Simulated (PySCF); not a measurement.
## Telling isomers of C6H6N4 apart by NMR

[PySCF: shieldings: GIAO PBE0/pcSseg-1; GFN2-xTB structure; isolated molecule; one computed conformer; relativity neglected; averaged over atoms made equivalent by symmetry, fast rotation or ring inversion]

Shifts are taken against calculated references (same method and geometry level): TMS for ¹H, ¹³C. Where no couplings were computed, multiplicities follow the n + 1 count of equivalent neighbours, and m marks all less simple cases (inequivalent or close neighbours, rings, F or P nearby). Shifts are as computed. Against solution values, carbons near 30 ppm lie about +3 ppm off and those near 130 ppm about +5 ppm. Of 1309 compounds with measured shifts, 239 miss one by over three times the rms of a fit or turn the order of signals round; such compounds aren't used in these exercises.

(1) Tabulate the signals of `Cc1nnnc(C#N)c1C`, `C=Cc1nn(C)nc1C#N` and their relative energies.

(2) What is the quickest way to tell Cc1nnnc(C#N)c1C from C=Cc1nn(C)nc1C#N?

Answers

(1) 
```tsv
SMILES	carbon types	δC	δH	E rel. (kcal/mol)
Cc1nnnc(C#N)c1C	4×C 2×CH3	162.6, 141.5, 139.3, 120.3, 23.0, 16.8	2.89 (s, 3H), 2.57 (s, 3H)	13.2
C=Cc1nn(C)nc1C#N	3×C 1×CH 1×CH2 1×CH3	158.6, 130.3, 128.6, 125.4, 117.0, 42.2	7.12 (m, 1H), 6.92 (m, 1H), 5.98 (m, 1H), 4.30 (s, 3H)	0.0
```

Energies are electronic energies at PBE0/pcSseg-1 on these geometries, without zero-point or thermal terms, each for the one conformer computed, which needn't be the lowest.

(2) Both give the same number of carbon signals, but DEPT or the intensities differ. The first has a methyl carbon on an aromatic ring (CH3) at 16.8 ppm, the second an alkene CH at 130.3 ppm. Their most deshielded carbons lie at 162.6 and 158.6 ppm. In the proton spectra the most deshielded non-exchanging signals are 2.89 (s, 3H) and 7.12 (m, 1H).
